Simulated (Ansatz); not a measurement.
Species: C₄H₄N, charge 0, multiplicity 2. It need not be the lowest isomer of its formula. SMILES: N#C/[C]=C\C
Geometry from a B3LYP-D3(BJ)/def2-TZVP (Ansatz, a first-principles code) optimisation:
```xyz
9

C     -2.1036    -0.2454     0.0505
C     -0.7935    -0.9774     0.1554
C      0.3858    -0.4265     0.0634
C      1.3185     0.5204    -0.0881
N      2.1922     1.2926    -0.2124
H     -1.9561     0.8198    -0.1146
H     -2.6939    -0.6552    -0.7731
H     -2.6834    -0.3871     0.9661
H     -0.8554    -2.0525     0.3215
```
Charge 0, spin multiplicity 2.

Parts of the frozen-core correlation energy in STO-3G (Ansatz, hartree). Frozen orbitals: 5; correlated occupied orbitals by spin: 13 and 12; virtual: 11 and 12. Open shells are spin-unrestricted. Spin-orbit coupling is left out. Non-relativistic.

```json
[
 {"term": "reference (HF)", "value": "-205.59481"},
 {"term": "MP2 opposite-spin", "value": "…"},
 {"term": "MP2 same-spin", "value": "…"},
 {"term": "CCSD correlation", "value": "-0.31752"},
 {"term": "(T)", "value": "…"},
 {"term": "T1 diagnostic", "value": "0.058"},
 {"term": "largest doubles amplitude", "value": "0.171"},
 {"term": "<S^2> of the reference", "value": "1.608"}
]
```

Question: Some entries are withheld; supply them.

Answer: 
- MP2 opposite-spin, value: -0.17425
- MP2 same-spin, value: -0.04388
- (T), value: -0.00578
